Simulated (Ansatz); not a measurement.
CH10BNSi2 can be A, `BN(C)[SiH2][SiH3]`, or B, `NB([SiH3])C[SiH3]`.

Computed with Ansatz on PBE0-D4/def2-TZVP structures; ΔE is electronic, products minus reactants. CCSD(T)/CBS adds triple-zeta CCSD(T) − MP2 to the extrapolated MP2 energy (def2 sets, frozen cores). Functionals use def2-TZVPP. Each species was taken in one conformer, which may not be the lowest.

Which is lower in electronic energy at CCSD(T)/CBS, and by how much? (Best estimate.)

The calculation gave: B, by 27.6 kJ/mol.

Give E(B) − E(A) in kJ/mol with ωB97M-V, PBE-D4, r2SCAN-D4, B2PLYP, CCSD(T)/def2-TZVPP, CCSD/def2-TZVPP, HF/def2-TZVPP. (Estimate.)

The calculation gave: ωB97M-V -31.9, PBE-D4 -34.2, r2SCAN-D4 -34.0, B2PLYP -26.8, CCSD(T)/def2-TZVPP -26.9, CCSD/def2-TZVPP -26.4, HF/def2-TZVPP -18.5. None reverses the order clearly.

Largest T1 diagnostic: 0.013.

In def2-TZVPP, CCSD(T) changes the Hartree–Fock value by −8.4 kJ/mol (the triples alone add −0.5 kJ/mol) and MP2 by −10.6 kJ/mol.
